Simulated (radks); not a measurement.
Coulomb parameter of the 4f shell of the praseodymium ion Pr3+ in the model configuration [Xe] 4f1 5d1, as a second difference U = [E(n + 0.25) + E(n - 0.25) - 2 E(n)] / (0.25)^2 with all orbitals relaxed. "Bare": the charge of the atom changes with n. "Screened": the 5d shell takes up the change at fixed total charge, which measures U(4f,4f) + U(5d,5d) - 2 U(4f,5d). Calculated with a radial shooting solver on a logarithmic mesh with Libxc functionals: scalar-relativistic Kohn-Sham, PBE, spin-unpolarised, spherical densities, finite nucleus; Fermi nuclear charge, rms radius 4.8919 fm. Estimate both.

Answer. U(bare) = 18.618 eV, U(screened by 5d) = 5.299 eV, against the Slater integral F0(4f,4f) = 26.592 eV with frozen orbitals.
